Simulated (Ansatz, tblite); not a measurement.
Cost and result up the ladder for Sr4O4 (8 atoms). Total charge 0; singlet. Geometry: PBE-D4/def2-SVP.

```xyz
8

Sr   -2.3868    0.7212    0.9868
Sr    0.0639   -0.8748   -1.8876
Sr    0.5917   -1.5288    2.1215
Sr    1.3315    1.5003   -0.5331
O    -1.3806   -0.6141    2.4049
O     1.4760    0.6652   -2.5548
O    -1.0010    0.9342   -0.7087
O     1.3053   -0.8030    0.1711
```

Ansatz on 4 threads of Arm Neoverse V1 on a shared host; xTB runs through tblite on one thread. Times are rough, summed over both states, and most runs start from the orbitals of an earlier one. ωB97M-V/def2-TZVP serves as the yardstick here, not as an exact answer. The other state is a doublet.

In the def2 sets Sr takes a core potential; there is no spin–orbit coupling. The xTB rows come from tblite. The structure comes from a short search, and lower isomers may exist.

Raw xTB energies of ions are shifted by several eV.

| level | functions | wall time | vertical IE (eV) | difference from ωB97M-V/def2-TZVP (eV) |
| --- | --- | --- | --- | --- |
| GFN1-xTB | 52 | 0.027 s | 11.28 | 6.37 |
| GFN2-xTB | 52 | 0.046 s | 13.03 | 8.12 |
| PBE-D4/def2-TZVP (with forces) | 256 | 21 s | 5.07 | 0.16 |
| PBE0-D4/def2-TZVP | 256 | 56 s | 4.93 | 0.02 |
| ωB97M-V/def2-TZVP | 256 | 2.3 min | 4.91 | 0.00 |
